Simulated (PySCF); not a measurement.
# Hartree-Fock beside MP2: GeH2NO2 anion

Calculated results; nothing here was measured. They come from PySCF 2.14.0, an open-source quantum chemistry program, on an isolated molecule that a program drew, which may never have been made. The molecule is GeH2NO2 anion (charge -1, singlet), drawn as the SMILES string `[NH]=[Ge]([O-])[OH]`.

The geometry was optimised and harmonic frequencies were computed with HF and MP2, all in the aug-cc-pVDZ basis, for the commonest isotopes, with a restricted reference for singlets and an unrestricted one otherwise, and a frozen core in MP2. Germanium has the aug-cc-pVDZ-PP basis, with a core potential (ECP10MDF) in place of its 10 inner electrons, and its 3s, 3p and 3d shells are frozen in MP2. Each result is a local minimum of its method.

Geometry at the HF minimum:
```xyz
6
GeH2NO2 anion, angstrom
N     0.9641    0.5574    0.9771
Ge    0.5245   -0.6626   -0.1663
O     1.1563   -2.0040   -0.8942
O    -1.1568   -0.3001   -0.6862
H     1.9058    0.3996    1.3030
H    -1.4377    0.4749   -0.2256
```

Lengths of the bonds as drawn, in Å (atoms numbered as above):
| bond | HF | MP2 |
|---|---|---|
| N1-Ge2 | 1.729 | 1.780 |
| Ge2-O3 | 1.652 | 1.705 |
| Ge2-O4 | 1.797 | 1.854 |
| N1-H5 | 1.009 | 1.035 |
| O4-H6 | 0.944 | 0.972 |

Rotational constants, in GHz:
| constant | HF | MP2 |
|---|---|---|
| A | 7.611 | 7.358 |
| B | 6.32 | 5.859 |
| C | 3.453 | 3.262 |

Harmonic frequencies in cm^-1, each column in rising order, so a row needn't be the same motion in every method:
```
rank,HF,MP2
1,272,230
2,279,239
3,295,252
4,458,402
5,549,508
6,686,613
7,844,755
8,965,?
9,1009,936
10,1035,966
11,3706,3421
12,4166,3777
```

**Estimate the missing MP2 frequency from the HF column.**

A single factor s that minimises the squared misfit of MP2 against s times HF over the other rows is sum(HF x MP2) / sum(HF^2) = 0.9137, with an rms misfit of 20 cm^-1. For rank 8 it gives 0.9137 x 965 = 882 cm^-1. The calculation gives 884 cm^-1, 2 cm^-1 above the estimate. The drawn bonds are on average 3.0 % longer in MP2 than in HF.
